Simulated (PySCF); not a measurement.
# Removing an electron from `C[N+](C)(C)[AlH2-][F]`

Compound: C3H11AlFN.
SMILES with atom numbers: `[CH3:1][N+:2]([CH3:3])([CH3:4])[AlH2-:5][F:6]` (hydrogens: H7, H8, H9 on C1; H10, H11, H12 on C3; H13, H14, H15 on C4; H16, H17 on Al5)

Cartesian coordinates in Å at the PBE0-D3(BJ)/def2-SVP level; atoms count from 1:
```
atom  x, y, z in Å
C1     0.1430    1.2332    0.9872
N2    -0.1591    0.1645    0.0257
C3    -0.7634    0.7233   -1.1906
C4    -1.0240   -0.8552    0.6248
Al5    1.6337   -0.6824   -0.5193
F6     2.3262    0.7530   -1.1115
H7    -0.7792    1.7532    1.2994
H8     0.6348    0.7995    1.8688
H9     0.8358    1.9440    0.5184
H10   -0.0595    1.4370   -1.6385
H11   -1.7166    1.2298   -0.9593
H12   -0.9443   -0.0857   -1.9113
H13   -0.5278   -1.2833    1.5070
H14   -1.9935   -0.4231    0.9284
H15   -1.2003   -1.6594   -0.1034
H16    1.1844   -1.7256   -1.6458
H17    2.2041   -1.1746    0.8923
```

Level: B3LYP/def2-SVPD (PySCF). Frontier orbitals with their largest atomic shares (Löwdin; up to four atoms above 4 %):

| orbital | ε (eV) | main atoms |
| --- | --- | --- |
| HOMO−3 | -10.03 | F6 82 %, Al5 5 % |
| HOMO−2 | -9.49 | Al5 19 %, F6 18 %, N2 16 %, H17 10 % |
| HOMO−1 | -8.31 | N2 29 %, Al5 22 %, H16 12 %, H17 12 % |
| HOMO | -7.34 | ? |
| LUMO | -0.07 | C4 14 %, Al5 13 %, C3 9 %, C1 9 % |
| LUMO+1 | 0.48 | Al5 44 %, F6 8 %, H16 8 %, H17 8 % |
| LUMO+2 | 0.82 | Al5 34 %, H15 8 %, H13 8 %, C4 6 % |

Q: What vertical ionisation energy does ΔSCF give, and how far is −ε(HOMO) from it?

A: ΔSCF: 9.84 eV (950 kJ/mol; threshold wavelength 126 nm); ⟨S²⟩ of the doublet left behind is 0.764, against 0.75 for a pure doublet. −ε(HOMO) is 7.34 eV, 2.50 eV below it. In exact Kohn–Sham theory the two would be equal; B3LYP (global hybrid, 20 % exact exchange) falls short of its own ΔSCF value by 25 %.

Q: On which atoms does the HOMO lie?

A: Al5 (aluminium bonded to F, N and 2 H) 34 %, H17 (Al–H hydrogen) 27 %, H16 (Al–H hydrogen) 27 %, F6 (fluorine bonded to Al) 6 %, so no atom holds as much as 40 %. The HOMO−1 lies 0.97 eV lower.

Q: Shift the occupied levels rigidly so that −ε(HOMO) equals the ΔSCF value. What binding energies result?

A: The shift is +2.50 eV: HOMO 9.84, HOMO−1 10.81, HOMO−2 11.99, HOMO−3 12.53 eV. A rigid shift is only a rough guide to the deeper ionisations.

Q: How many of the 10 lowest singlet excitations (vertical TDDFT, same level) lie below the ionisation energy?

A: All 10; they run from 6.52 to 8.31 eV.

Geometry: PBE0-D3(BJ)/def2-SVP; no solvent, vibrations or thermal averaging.

The run behind these numbers computed excited states and ΔSCF ions as well. Time: 2.1 min. Hardware: one thread, Arm Neoverse V1 (shared host).
